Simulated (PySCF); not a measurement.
# Cl+: excitation energy

Cl+ [Ne] 3s2 3p4 (3P) → Cl+ [Ne] 3s1 3p5 (3P), as a difference of total energies. Computed with PySCF 2.14 in aug-cc-pwCVDZ (6s5p3d, 36 functions), with no relativity, point nucleus. Correlated levels: valence: [Ne] frozen. The calculations carry no spin-orbit coupling.

| method | excitation energy (eV) |
| --- | --- |
| UHF | 14.281 |
| MP2 (valence) | 12.916 |
| SCS-MP2 (valence) | 12.729 |
| CCSD (valence) | 11.686 |
| CCSD(T) (valence) | 11.475 |
| CCSDT (valence) | 11.460 |

Q: How much does correlation contribute at CCSD(T) (valence)?

A: 11.475 − (14.281) = -2.806 eV, measured against UHF.

Errors of the correlated levels include the incompleteness of this basis and the frozen core.

The coupled-cluster amplitudes are large for the upper state (T1 above 0.03 or a double amplitude above 0.15), so a single reference is strained.

For comparison: 11.573 eV (measured; NIST levels, between the centres of gravity of the two terms).
